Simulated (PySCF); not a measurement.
A calculated (UHF, PySCF 2.14, 6-31G*, no relativity, point nucleus) atom or ion has these occupied shells.

```
shell  electrons  orbital energy (eV)  rms radius, mean of both spins (bohr)
 1s α          1              -740.43                                  0.204
 1s β          1              -737.46                                  0.204
 2s α          1              -65.391                                   1.07
 2s β          1              -54.424                                   1.07
 2p α          3              -40.819                                   1.11
 2p β          1              -35.647                                   1.11
```

Problem. Name the element and its charge.

Solution. F⁺ (fluorine, charge +1), in [He] 2s2 2p4, high-spin 3P determinant.
